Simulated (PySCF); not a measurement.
## Working out the ionisation energy of Sb⁺

Sb⁺ [Kr] 4d10 5s2 5p2 (3P) → Sb²⁺ [Kr] 4d10 5s2 5p1 (2P). Computed with PySCF 2.14 in def2-TZVP with the def2 core potential (28 electrons) (6s5p3d2f, 50 functions), with scalar relativity through the core potential. Frozen: 4s2 4p6 4d10. Energies in hartree (1 hartree = 27.21139 eV):

```tsv
part	Sb⁺ (lower)	Sb²⁺ (upper)
UHF	-238.961828	-238.373519
CCSD correlation	-0.058758	-0.046098
(T)	-0.001384	-0.000597
```

Problem. What does Hartree-Fock give?

Solution. (-238.373519) − (-238.961828) = 0.588309 hartree = 16.009 eV.

Problem. What do CCSD and CCSD(T) give?

Solution. The CCSD correlation energies differ by 0.012660 hartree = 0.344 eV and the triples by 0.000787 hartree = 0.021 eV, so CCSD gives 16.353 eV and CCSD(T) 16.374 eV.

Reference: 16.626 ± 0.025 eV (measured; NIST Atomic Spectra Database, ionization energies), between the lowest levels; spin-orbit coupling is absent from the calculation.

What remains against the reference includes basis incompleteness, the frozen core and higher excitations.
